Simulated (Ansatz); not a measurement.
`[OH][Ga]([OH])[Br]` + H₂ → `[OH][GaH][Br]` + H₂O at 600 K and 1 bar (hydrogenolysis of a Ga–O bond).

Isolated molecules relaxed with PBE0-D4/def2-TZVP in Ansatz; ΔE leaves out vibrations. CBS: MP2 limit from def2 TZ/QZ plus the TZ coupled-cluster correction, frozen cores. This one scheme is used for every species. For Br, Ga outer-core shells are correlated without core-valence functions, which leaves a few kJ/mol of doubt a bond. Scalar relativity is left out up to krypton. One conformer a species, not always the lowest.

```csv
species,CCSD(T)/CBS energy (Eh),H − E (kJ/mol),S (J/(mol·K))
`[OH][Ga]([OH])[Br]`,-4648.93401,123.1,410.5
H₂,-1.17544,43.9,150.8
`[OH][GaH][Br]`,-4573.71961,95.5,366.0
H₂O,-76.37941,76.8,212.8
```

H − E and S are ideal-gas, rigid-rotor, harmonic terms from PBE0-D4/def2-TZVP, for one conformer and one mirror image of each species. The MP2-based limit puts H₂ 0.8 mEh under its directly extrapolated value; such offsets cancel only in part. 1 Eh = 2625.50 kJ/mol, R = 8.31446 J/(mol·K).

By hand: ΔE, ΔH, ΔS and ΔG.

ΔE = (-4573.71961) + (-76.37941) − (-4648.93401) − (-1.17544) = 0.01043 Eh = 27.4 kJ/mol. Δ(H − E) = 95.5 + 76.8 − 123.1 − 43.9 = 5.3, so ΔH = 32.7 kJ/mol. ΔS = 366.0 + 212.8 − 410.5 − 150.8 = 17.5 J/(mol·K). ΔG = 32.7 − 600 × (17.5)/1000 = 22.2 kJ/mol.

By hand: the equilibrium constant, and the temperature at which ΔG would vanish if ΔH and ΔS stayed fixed.

log₁₀ K = −ΔG/(RT ln 10) = -1.9. ΔG = 0 at ΔH/ΔS = 1869 K, though so small a ΔS makes that figure unsure.

ΔH outweighs TΔS. A doubt of 5 kJ/mol in ΔE shifts log₁₀ K by 0.4 here. Other conformers and mirror images would add mixing entropy, several J/(mol·K) or more a flexible species. These are equilibria of isolated gas molecules and say nothing of rates. Largest T1 diagnostic: 0.012 (customary marks: 0.02 for closed shells, 0.045 for open ones).
